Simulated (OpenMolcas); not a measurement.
## 3d7 along the 25-electron sequence

```
Program             : OpenMolcas
Method              : MS-CASPT2, IPEA 0.25 Eh, imaginary shift 0.1 Eh
Basis               : ANO-RCC-VQZP
Scalar Hamiltonian  : DKH2, point nucleus
Spin-orbit coupling : RASSI with atomic mean-field integrals over the reference wave functions, term energies averaged over their components
```

Active space for each ion: 7 electrons in 5 orbitals (3d); closed shells correlated by CASPT2: 3s 3p.

Computed levels in cm-1 above 4F 9/2:

```csv
Level,Co2+,Ni3+,Cu4+
4F 7/2,826,1160,1552
4F 5/2,1431,1999,2660
4F 3/2,1844,2570,3410
4P 5/2,15510,18370,20730
4P 3/2,15700,18570,20940
4P 1/2,16140,19230,21860
2G 9/2,16190,19360,22010
2G 7/2,16970,20460,23490
2P 3/2,19580,23230,26490
weight of 4F in the lowest level (%),100,100,100
```

Measured, with the error of the calculation in %. Measured levels: Co2+ from Sugar and Corliss, J. Phys. Chem. Ref. Data 10, 1097 (1981); Ni3+ from Corliss and Sugar, J. Phys. Chem. Ref. Data 10, 197 (1981); Cu4+ from Sugar and Musgrove, J. Phys. Chem. Ref. Data 19, 527 (1990).

| Level | Co2+ | Ni3+ | Cu4+ |
| --- | --- | --- | --- |
| 4F 7/2 | 841 (-1.8) | 1190 (-2.5) | 1616 (-3.9) |
| 4F 5/2 | 1451 (-1.4) | 2042 (-2.1) | 2759 (-3.6) |
| 4F 3/2 | 1867 (-1.2) | 2621 (-2.0) | 3528 (-3.5) |
| 4P 5/2 | 15202 (+2.0) | 18119 (+1.4) | 20827 (-0.5) |
| 4P 3/2 | 15428 (+1.8) | 18367 (+1.1) | 21066 (-0.6) |
| 4P 1/2 | 15811 (+2.1) | 18958 (+1.4) | 21935 (-0.3) |
| 2G 9/2 | 16978 (-4.6) | 19830 (-2.4) | 22575 (-2.5) |
| 2G 7/2 | 17766 (-4.5) | 20948 (-2.3) | 24100 (-2.5) |
| 2P 3/2 | 20195 (-3.1) | 23649 (-1.8) | 27016 (-1.9) |

The fine-structure level 4F 3/2 changes by a factor of 1.85 from Co2+ to Cu4+. Its fourth root runs 6.55, 7.12, 7.64, with steps per unit of Z of 0.57, 0.52; equal steps would mean a (Z - σ)^4 law with constant σ.

4P 5/2 changes by a factor of 1.34 over the same range, with steps per unit of Z of +2860, +2360 cm-1.

CASPT2 breaks the degeneracy within a term, and the mean is taken; among the terms shown or strongly mixed into the levels shown the widest spread is 1200 cm-1 (3d7 4F, Co2+). Computed and measured levels are paired by configuration, term and J; levels that our copy of the source lacks, or whose pairing is in doubt (as where it misses far off the trend of its configuration), stay unpaired and out of the deviations. Levels of configurations outside the active space are missing.
